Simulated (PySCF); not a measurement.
SMILES [SiH3]c1ccc(s1)C#N (C5H5NSSi), GFN2-xTB optimised geometry.

```
13

N     -2.25    -3.36     0.00
C     -1.56    -2.45     0.00
C     -0.71    -1.34     0.00
C      0.67    -1.34     0.00
C      1.20    -0.04     0.00
C      0.25     0.95     0.00
Si     0.50     2.81     0.00
S     -1.34     0.28     0.00
H      1.25    -2.24     0.00
H      2.25     0.16     0.00
H     -0.12     3.36     1.21
H     -0.14     3.36    -1.20
H      1.94     3.04    -0.01
```

Density from B3LYP/def2-TZVP (PySCF) at that geometry.

Minimum of the electron density along straight lines between bonded atoms, close to the bond critical point (lines longer than 1.1 times the sum of covalent radii, or with two minima, are not listed):

```csv
bond,length / Å,ρ at the minimum / e bohr⁻³,∇²ρ there / e bohr⁻⁵,position (fraction from the first atom)
N1–C2,1.148,0.502,-0.16,0.65
C2–C3,1.395,0.307,-0.93,0.53
C3–C4,1.373,0.326,-0.96,0.52
C4–C5,1.402,0.313,-0.92,0.50
C5–C6,1.369,0.329,-0.96,0.49
C6–Si7,1.881,0.116,0.22,0.61
C3–S8,1.738,0.210,-0.42,0.49
C6–S8,1.728,0.214,-0.42,0.47
C4–H9,1.076,0.292,-1.06,0.65
C5–H10,1.076,0.291,-1.06,0.65
Si7–H11,1.463,0.126,0.17,0.49
Si7–H12,1.463,0.126,0.17,0.49
Si7–H13,1.461,0.126,0.18,0.49
```
